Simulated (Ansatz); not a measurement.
Cost and result for the atomization energy of `[F][Ge]([F])([F])[c]1ccccc1` (15 atoms, 15 bonds).

Z-matrix (Å, degrees):
```
Ge
F 1 1.714
F 1 1.714 2 104.5
F 1 1.714 2 104.5 3 112.3
C 1 1.905 2 115.2 3 -123.8
C 5 1.392 1 119.8 2 90.8
C 5 1.392 1 119.9 2 -89.1
C 6 1.386 5 119.7 1 -179.6
H 6 1.084 5 120.5 1 0.9
C 7 1.386 5 119.7 1 179.6
H 7 1.084 5 120.5 1 -0.9
C 8 1.387 6 120.0 5 -0.1
H 8 1.084 6 119.8 5 -179.9
H 10 1.084 7 119.8 5 179.9
H 12 1.084 8 119.8 6 -179.9
```

Charge 0, multiplicity 1. Correlated methods include outer-core shells of Ge, which these sets cover unevenly. Scalar relativity is left out up to krypton. All single points use the PBE0-D4/def2-TZVP geometry. It is one conformer, not always the lowest. Program: Ansatz. All runs use 4 threads of an AMD EPYC 7R13 on a shared host and a share of an NVIDIA H100 80 GB. Times are those of one run each, without the atoms' runs, and a repeat can differ threefold. Electronic energies, without spin–orbit coupling; frozen cores. CCSD(T)/CBS adds CCSD(T) − MP2 in def2-TZVPP to the MP2 limit, and its time is that of the two runs behind it. T1 = 0.012; the RHF reference is unstable towards UHF. With those shells the extrapolation isn't a true limit.

CCSD(T)/CBS is a level of theory with its own doubt, some kJ/mol a heavy atom from the limit and from the frozen cores, so smaller differences don't rank the functionals.

```
                             level  functions  wall time  atomization (kJ/mol)  difference from CCSD(T)/CBS  per bond
                 B2PLYP/def2-TZVPP        397      5.5 s                6963.4                        -49.4      -3.3
              revPBE-D4/def2-TZVPP        397        8 s                7061.0                         48.2       3.2
  ωB97M-V/def2-TZVPP (with forces)        397      8.5 s                7018.8                          6.0       0.4
r2SCAN-D4/def2-TZVPP (with forces)        397       11 s                7075.0                         62.2       4.1
                  CCSD(T)/def2-SVP        183       11 s                6706.9                       -305.9     -20.4
                BLYP-D4/def2-TZVPP        397       11 s                7028.1                         15.3       1.0
               BHLYP-D4/def2-TZVPP        397       13 s                6747.5                       -265.3     -17.7
   PBE-D4/def2-TZVPP (with forces)        397       15 s                7269.0                        256.2      17.1
                    MP2/def2-QZVPP        752       16 s                7211.9                        199.1      13.3
                 B97M-V/def2-TZVPP        397       17 s                7054.1                         41.3       2.8
                PBE0-D4/def2-TZVPP        397       26 s                7093.1                         80.3       5.4
                CCSD(T)/def2-TZVPP        397       58 s                6850.2                       -162.6     -10.8
                 CCSD(T)/CBS(def2)          –       73 s                7012.8                          0.0       0.0
```

From PBE to PBE0 (25 % exact exchange), in def2-TZVPP and without D4, the atomization energy moves by −169.2 kJ/mol: exact exchange takes away binding that semilocal exchange gives to molecules. Leaving LDA and LC-ωPBE aside and taking each functional with its dispersion term where it has one, the values spread over 521.5 kJ/mol, from BHLYP-D4 to PBE-D4. LDA lies +946.0 kJ/mol from PBE without D4, its usual overbinding. The D4 term adds +73.0 kJ/mol with B3LYP and +38.7 kJ/mol with PBE0; it sums over pairs of atoms, weighted by their polarisabilities, and B3LYP, whose exchange is more repulsive, gets the larger term.

B3LYP here is the variant with VWN-RPA as its local correlation; programs differ in this.
